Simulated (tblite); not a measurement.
Species: C6H11F3.
Z-matrix (Å and degrees, GFN2-xTB geometry), rows numbered from 1:
```
C 
C   1  1.5234
C   2  1.5328  1  114.60
C   3  1.5249  2  112.77  1    67.00
F   3  1.4030  2  106.03  1  -176.62
C   3  1.5344  2  114.26  1   -60.05
C   6  1.5213  3  113.29  2   -59.95
F   7  1.3566  6  111.81  3    81.50
F   7  1.3569  6  110.03  3  -161.61
H   1  1.0867  2  109.16  3  -175.99
H   1  1.0868  2  111.45  3   -56.61
H   1  1.0861  2  111.12  3    65.30
H   2  1.0924  1  109.65  3   120.61
H   2  1.0915  1  109.25  3  -122.02
H   4  1.0874  3  109.64  2   169.80
H   4  1.0870  3  110.00  2    50.65
H   4  1.0850  3  110.49  2   -70.08
H   6  1.0922  3  108.69  2  -178.31
H   6  1.0897  3  110.16  2    62.72
H   7  1.0998  6  113.28  3   -40.94
```

Computed with GFN2-xTB (tblite): harmonic, unscaled wavenumbers at the GFN2-xTB geometry, gas phase. This tight-binding method is rough: wavenumbers can miss measured ones by several per cent, in bad cases by 10 to 20. One conformer, not necessarily the lowest.

Harmonic wavenumbers (cm⁻¹): 54.3, 70.2, 111.8, 159.8, 180.4, 223.5, 236.0, 304.5, 316.1, 360.1, 401.9, 454.2, 472.1, 505.8, 554.4, 778.2, 821.1, 853.4, 914.0, 951.6, 994.9, 1016.8, 1044.0, 1054.7, 1096.6, 1107.7, 1127.4, 1174.5, 1191.0, 1234.7, 1265.4, 1273.0, 1287.6, 1339.0, 1341.6, 1400.2, 1416.7, 1436.2, 1475.0, 1483.3, 1498.4, 1498.7, 1509.5, 2910.3, 2980.7, 2994.2, 3001.7, 3019.0, 3044.4, 3044.5, 3050.7, 3051.3, 3058.7, 3065.7.

A = 2126, B = 1134, C = 913.5 MHz; mass 140.081 u (most abundant isotopes); point group C1, symmetry number 1.

What is the zero-point energy?

½Σν̃ = 35606 cm⁻¹ = 101.80 kcal/mol.

Give the ideal-gas entropy at 298.15 K and 1 bar in the rigid-rotor, harmonic-oscillator model (classical rotation).

Translation 40.75, rotation 29.37, vibration 29.89: S = 100.0 cal/(mol K).

And Cp and H(298.15 K) − H(0)?

Cp = 39.58 cal/(mol K), of which vibrations give 31.63 (their classical limit is 54 R = 107.3); H(298.15 K) − H(0) = 7.17 kcal/mol without the zero-point energy, 4.80 from vibrations.

Which modes carry the vibrational entropy at 298.15 K?

54.3 cm⁻¹: 4.65; 70.2 cm⁻¹: 4.15; 111.8 cm⁻¹: 3.24; 159.8 cm⁻¹: 2.55; 180.4 cm⁻¹: 2.32; 223.5 cm⁻¹: 1.93 cal/(mol K); the other 48 give 11.04 together.

How do the functions run with temperature in this model?

```csv
T (K),S (cal/(mol K)),Cp (cal/(mol K)),H − H(0) (kcal/mol),G − H(0) (kcal/mol),ln q(vib)
150,78.5,24.8,2.40,-9.37,2.90
250,93.5,34.7,5.38,-17.99,5.64
400,113.1,49.9,11.73,-33.51,9.70
600,136.7,66.4,23.46,-58.53,15.01
900,166.9,82.4,45.99,-104.21,22.56
```

q(vib) and H(0) count from the zero-point level.

Blend soft modes into free rotors: weight 1/[1 + (100 cm⁻¹/ν̃)⁴] for the oscillator and the rest for a rotor with moment μB/(μ + B), μ = h/(8π²ν), B = 10⁻⁴⁴ kg m². What vibrational entropy results?

27.84 cal/(mol K) in place of 29.89, which changes −T·S at 298.15 K by +0.61 kcal/mol.

Hindered rotation and anharmonicity are outside this model. Other conformers, if any are populated, would add a mixing term that is left out. The structure is chiral; the term R ln 2 for an equal mix with its mirror image is left out.
